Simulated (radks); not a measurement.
Question: The table gives one normalised radial function P(r) = r R(r) of He+ in 1s0.75 2s0.25 (r in bohr). All-electron calculation, scalar-relativistic Kohn-Sham, PBEsol, spin-polarised, spherical densities, point nucleus; open shells are filled with parallel spins first. Program: a radial shooting solver on a logarithmic mesh with Libxc functionals.

| r | P |
|---|---|
| 0.04943 | 0.2593 |
| 0.06038 | 0.3098 |
| 0.07316 | 0.3658 |
| 0.08864 | 0.4295 |
| 0.1083 | 0.5041 |
| 0.1312 | 0.5829 |
| 0.1602 | 0.6711 |
| 0.1942 | 0.7589 |
| 0.2352 | 0.8456 |
| 0.2873 | 0.9287 |
| 0.3482 | 0.9938 |
| 0.4252 | 1.0371 |
| 0.5152 | 1.0457 |
| 0.6243 | 1.0143 |
| 0.7625 | 0.9347 |
| 0.9239 | 0.8156 |
| 1.119 | 0.6651 |
| 1.367 | 0.4936 |
| 1.657 | 0.3360 |
| 2.024 | 0.1987 |
| 2.452 | 0.1045 |
| 2.971 | 0.0469 |
| 3.629 | 0.0164 |
| 4.397 | 0.0046 |
| 5.327 | 0.0010 |
| 6.507 | 0.0001 |
| 7.884 | 0.0000 |
| 9.63 | 0.0000 |
| 11.67 | 0.0000 |

Which n and l does it have? It may be an empty orbital.

Answer: n = 1, l = 0: the number of nodes gives n - l - 1 = 0, the rise at small r (about r^(l+1)) gives l, and the extent must fit the shell. The curve is that of 1s up; the table hardly tells the two spins apart. 1s up: eigenvalue -45.655 eV, 0 radial nodes, <r> = 0.743 bohr, 90 % of the charge inside 1.32 bohr.
